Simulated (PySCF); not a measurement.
Electron correlation in B⁺ (boron, charge +1)

[He] 2p2, high-spin 3P determinant (an excited configuration). All numbers are calculated (PySCF 2.14, scalar relativity by spin-free X2C-1e, in x2c-QZVPPall with one added diffuse shell each of s, p, d, f type (8s5p4d3f1g, 73 functions)). Frozen: nothing; 4 electrons correlated.

MP2 pair energies summed by pair of shells (mhartree):

```csv
pair,energy,share (%)
1s-1s,-15.86,57.7
2p-2p,-7.15,26.0
1s-2p,-4.45,16.2
```

Total MP2 correlation energy: -27.46 mhartree.

Same-spin part -9.21 and opposite-spin part -18.25 mhartree; SCS-MP2 scales them by 1/3 and 6/5 to -24.97 mhartree.

This basis was not built for core-valence correlation, so the inner-shell part is incomplete.
